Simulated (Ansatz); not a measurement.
`C[N]([AlH2])[AlH2]` + `N[Si]1(Cl)CO1` → `[AlH2][NH][Si]1(Cl)CO1` + `C[NH][AlH2]`  (ligand exchange at the Al–N bond)

Program: Ansatz. Geometries: PBE0-D4/def2-TZVP. ΔE: electronic, gas phase. CCSD(T)/CBS is the MP2 limit (def2-TZVPP, def2-QZVPP) plus CCSD(T) − MP2 in def2-TZVPP, frozen cores. DFT in def2-TZVPP. B3LYP here is the variant with VWN-RPA as its local correlation; programs differ in this. Each species was taken in one conformer, which may not be the lowest.

**Question.** Is it downhill or uphill in electronic energy at CCSD(T)/CBS, and by how much? (Best estimate.)

**Answer.** The calculation gave: Downhill: ΔE = -22.0 kJ/mol.

**Question.** What do these levels give: r2SCAN-D4, B3LYP-D4, ωB97X-V, B2PLYP, r2SCAN, CCSD(T)/def2-TZVPP? (Estimate.)

**Answer.** The calculation gave: r2SCAN-D4 -21.7, B3LYP-D4 -22.8, ωB97X-V -22.3, B2PLYP -22.7, r2SCAN -21.7, CCSD(T)/def2-TZVPP -22.4 kJ/mol.

Largest T1 diagnostic among the species: 0.012.

In def2-TZVPP, CCSD(T) changes the Hartree–Fock value by +4.5 kJ/mol (the triples alone add +0.9 kJ/mol) and MP2 by +5.7 kJ/mol.
